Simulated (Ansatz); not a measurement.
C$_{2}$H$_{7}$BF$_{3}$N, SMILES `C[NH+](C)[B-](F)(F)F`. Charge 0, multiplicity 1. Geometry: relaxed with PBE0-D4/def2-TZVP. It is one conformer, not always the lowest.

```xyz
14

C     0.740    0.333    1.187
N     0.169   -0.350    0.016
C     0.687    0.196   -1.248
B    -1.490   -0.340    0.052
F    -1.868   -1.070   -1.048
F    -1.817   -0.945    1.241
F    -1.850    0.982   -0.012
H     0.352   -0.132    2.091
H     1.830    0.277    1.170
H     0.425    1.375    1.161
H     0.414   -1.336    0.066
H     1.776    0.141   -1.273
H     0.370    1.235   -1.325
H     0.261   -0.366   -2.077
```

Q: What is the dipole moment at r2SCAN/def2-TZVPP? (An estimate is asked.)

A: Computed: 6.12 D, with components (6.11, 0.24, -0.15) D in this frame, pointing from negative to positive charge.

Q: And with PBE, B3LYP, ωB97M-V? (Estimate.)

A: The calculation gave: PBE 6.02 D, B3LYP 6.18 D, ωB97M-V 6.16 D.

Q: Give the Mulliken charges with r2SCAN, PBE, B3LYP in def2-TZVPP. (Estimate.)

A: The calculation gave: 
```json
{"atom": "C1", "r2SCAN": "-0.12", "PBE": "-0.22", "B3LYP": "-0.23"}
{"atom": "N2", "r2SCAN": "0.06", "PBE": "0.02", "B3LYP": "-0.02"}
{"atom": "C3", "r2SCAN": "-0.12", "PBE": "-0.22", "B3LYP": "-0.23"}
{"atom": "B4", "r2SCAN": "0.54", "PBE": "0.42", "B3LYP": "0.56"}
{"atom": "F5", "r2SCAN": "-0.34", "PBE": "-0.29", "B3LYP": "-0.34"}
{"atom": "F6", "r2SCAN": "-0.34", "PBE": "-0.29", "B3LYP": "-0.34"}
{"atom": "F7", "r2SCAN": "-0.33", "PBE": "-0.29", "B3LYP": "-0.33"}
{"atom": "H8", "r2SCAN": "0.10", "PBE": "0.13", "B3LYP": "0.14"}
{"atom": "H9", "r2SCAN": "0.07", "PBE": "0.10", "B3LYP": "0.11"}
{"atom": "H10", "r2SCAN": "0.09", "PBE": "0.12", "B3LYP": "0.13"}
{"atom": "H11", "r2SCAN": "0.14", "PBE": "0.17", "B3LYP": "0.15"}
{"atom": "H12", "r2SCAN": "0.07", "PBE": "0.10", "B3LYP": "0.11"}
{"atom": "H13", "r2SCAN": "0.09", "PBE": "0.12", "B3LYP": "0.13"}
{"atom": "H14", "r2SCAN": "0.10", "PBE": "0.13", "B3LYP": "0.14"}
```

B3LYP here is the variant with VWN-RPA as its local correlation; programs differ in this.
